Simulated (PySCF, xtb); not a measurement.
Nb(S)(F)(NH2)2 (FH4N2NbS), SMILES [NH2][Nb]([NH2])([F])=[S], multiplicity 1. Other conformers were not sampled.

Harmonic wavenumbers (cm⁻¹) from GFN2-xTB in xtb at its own minimum, in rising order: 106, 116, 150, 151, 169, 215, 290, 385, 470, 526, 530, 553, 563, 574, 585, 1484, 1487, 3286, 3287, 3315, 3317.

Q: What does PBE-D3(BJ)/def2-SVP in PySCF give at its own minimum? (An estimate is asked for; the answer gives what the named calculation found.)

A: 149, 151, 177, 178, 194, 207, 363, 460, 498, 509, 516, 582, 667, 682, 683, 1443, 1447, 3449, 3452, 3551, 3551. Paired by order, the mean absolute difference is 76 cm⁻¹ and the zero-point energies are 30.8 and 32.8 kcal/mol.
